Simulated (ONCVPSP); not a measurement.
An all-electron radial function and its pseudo partner (iron)

Columns: radius, all-electron u(r) and pseudo u(r) of the 3d shell (level -25.72 eV) of iron in the configuration [Ne] 3s2 3p6 3d6; PBE, scalar-relativistic, ONCV scheme, ONCVPSP 4.0.1.

```csv
r (bohr),all-electron,pseudo
0.095,0.0631,0.0037
0.190,0.2617,0.0281
0.285,0.4924,0.0891
0.380,0.6858,0.1938
0.475,0.8216,0.3385
0.570,0.9019,0.5099
0.665,0.9360,0.6875
0.760,0.9364,0.8486
0.855,0.9140,0.9731
0.950,0.8775,1.0477
1.045,0.8328,1.0679
1.140,0.7838,1.0381
1.235,0.7334,0.9689
1.330,0.6831,0.8751
1.425,0.6340,0.7715
1.520,0.5869,0.6712
1.615,0.5420,0.5838
1.710,0.4997,0.5141
1.805,0.4599,0.4620
1.900,0.4226,0.4227
1.995,0.3879,0.3879
2.090,0.3556,0.3556
2.185,0.3256,0.3257
2.280,0.2979,0.2979
2.375,0.2723,0.2723
2.470,0.2486,0.2487
```

(1) How many radial nodes do the two functions have?

(2) At about which radius was the pseudo-wave matched?

(3) Is the pseudo-wave norm-conserving?

Results:

(1) The all-electron 3d function has n − l − 1 = 0; the pseudo-wave has 0.

(2) 1.90 bohr, where the columns begin to agree (steps of 0.10 bohr).

(3) Yes: the ONCV scheme keeps the norm inside the radius equal to the all-electron one, which fixes the energy derivative of the logarithmic derivative at the level.
